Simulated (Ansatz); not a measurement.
```xyz
7

C    -0.040    0.009    1.081
Se    0.588    1.773    0.374
Sn   -0.029   -0.205   -1.022
H    -1.001    0.071    1.581
H     0.720   -0.515    1.650
H    -1.481   -0.103   -1.886
H     1.243   -1.030   -1.777
```

Charge 0, multiplicity 1. Sn takes the def2 core potential.

(1) List the ωB97M-V/def2-TZVPP orbital energies in eV (the Gaussian-basis code of Ansatz). (An estimate is asked.)

## Answers

(1) Computed: Occupied: -12367.58, -1587.86, -1422.63, -1422.60, -1422.54, -282.34, -217.29, -160.25, -160.15, -159.95, -143.38, -98.01, -97.90, -97.90, -60.16, -60.15, -59.98, -59.90, -59.87, -31.57, -31.56, -31.54, -31.48, -31.42, -23.45, -19.38, -16.79, -14.69, -12.70, -11.97, -10.66, -8.95, -8.49. Lowest empty: 0.45, 1.04, 1.84, 2.53, 2.70, 3.65, 3.81, 4.30.
